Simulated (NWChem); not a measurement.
System: C$_{4}$H$_{5}$F; SMILES CC=C=CF

Program: NWChem. Medium grid unless said otherwise, to which SCAN and Minnesota functionals are sensitive. Structure relaxed at the B3LYP/6-31G* (spherical d) level. Hybrids' shares of exact exchange are those that their runs print; pure functionals count as 0. The functionals differ in more than this share.

```
row               share of exact exchange  orbital gap (eV)
----------------  -----------------------  ----------------
PBE/def2-TZVP                        0.00              4.65
r2SCAN/def2-TZVP                     0.00              5.10
TPSSh/def2-TZVP                      0.10              5.78
B3LYP/def2-TZVP                      0.20          withheld
PBE0/def2-TZVP                       0.25              6.94
```

**Question.** Fit a straight line of the last column on the one before it, predict the withheld value, and compare with the run.

**Answer.** 
1. Means of the 4 shown rows: x = 0.087, y = 5.618. Slope Σ(x − x̄)(y − ȳ)/Σ(x − x̄)² = 0.3469/0.04188 = 8.284; intercept 4.893.
2. The shown rows scatter about the line by 0.163 (root mean square); the largest residual is -0.24, at PBE/def2-TZVP.
3. At x = 0.20 (B3LYP/def2-TZVP; inside the shown range) the line gives 6.55.
4. The run gives 6.49, -0.06 from the line, 0.4 times the scatter.
